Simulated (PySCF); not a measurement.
Distances in Å between the heavy atoms of a computed structure (PBE0-D3(BJ)/def2-SVP; lower triangle, same order across):
```
C1    0.00
C2    1.51  0.00
O3    2.38  1.21  0.00
C4    2.56  1.51  2.39  0.00
C5    3.32  2.53  3.29  1.55  0.00
C6    4.58  3.83  4.60  2.51  1.45  0.00
C7    5.70  4.97  5.74  3.55  2.68  1.23  0.00
Si8   7.53  6.84  7.60  5.39  4.57  3.12  1.90  0.00
```

Hydrogens: 3 on C1, 2 on C4, 2 on C5, 2 on Si8.

Charge -1, singlet.

(1) Which heavy atoms are bonded, and with what formal order?

(2) Write the SMILES.

(3) Classify the heavy atoms.

Results:

(1) C1–C2 (single); C2–O3 (double); C2–C4 (single); C4–C5 (single); C5–C6 (single); C6–C7 (triple); C7–Si8 (single). The orders are those of one drawing; other resonance forms can be drawn.

(2) `CC(=O)CCC#C[SiH2-]`, [C6H9OSi]-. Among its features: ketone, alkyne, Si–H bond and C–Si bond.

(3) C1: methyl carbon next to a carbonyl; C2: ketone carbonyl carbon; O3: ketone oxygen; C4: sp3 carbon next to a carbonyl; C5: propargylic carbon; C6: alkyne carbon; C7: alkyne carbon; Si8: silicon bonded to C and 2 H.

The values belong to the conformer `[CH3:1][C:2](=[O:3])[CH2:4][CH2:5][C:6]#[C:7][SiH2-:8]`: C1–C2–C4–C5 83°, C2–C4–C5–C6 -177°.
